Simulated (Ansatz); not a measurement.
Results of the Gaussian-basis code of Ansatz.

`B1CO[SiH2]1` at its PBE0-D4/def2-TZVP geometry, where that method's forces vanish. The species carries charge 0 and has multiplicity 1.

```
atom   x (Å)   y (Å)   z (Å)
  B1  -0.172   1.083   0.176
  C2  -1.080  -0.121  -0.273
  O3  -0.151  -1.236  -0.281
 Si4   1.210  -0.375   0.204
  H5  -0.447   2.228   0.340
  H6  -1.916  -0.321   0.414
  H7  -1.529   0.014  -1.268
  H8   1.779  -0.865   1.492
  H9   2.307  -0.408  -0.805
```

Task: For each bond, give half the difference of the two atoms' forces along it (eV/Å; positive pushes the atoms apart) under PBE-D4, r2SCAN-D4, B3LYP-D4, ωB97M-V in def2-TZVPP. (An estimate is asked.)

Result: The calculation gave: 
| bond | length (Å) | PBE-D4 | r2SCAN-D4 | B3LYP-D4 | ωB97M-V |
| --- | --- | --- | --- | --- | --- |
| B1–C2 | 1.572 | -0.13 | -0.06 | 0.09 | 0.10 |
| B1–Si4 | 2.009 | -0.01 | 0.02 | 0.17 | 0.14 |
| B1–H5 | 1.190 | 0.05 | -0.05 | -0.15 | -0.15 |
| C2–O3 | 1.451 | 0.38 | 0.38 | 0.36 | 0.24 |
| C2–H6 | 1.100 | 0.15 | -0.03 | -0.14 | -0.15 |
| C2–H7 | 1.100 | 0.15 | -0.03 | -0.14 | -0.15 |
| O3–Si4 | 1.682 | 0.45 | 0.07 | 0.13 | 0.07 |
| Si4–H8 | 1.491 | 0.05 | -0.01 | -0.13 | -0.16 |
| Si4–H9 | 1.491 | 0.05 | -0.01 | -0.13 | -0.16 |

B3LYP here is the variant with VWN-RPA as its local correlation; programs differ in this.
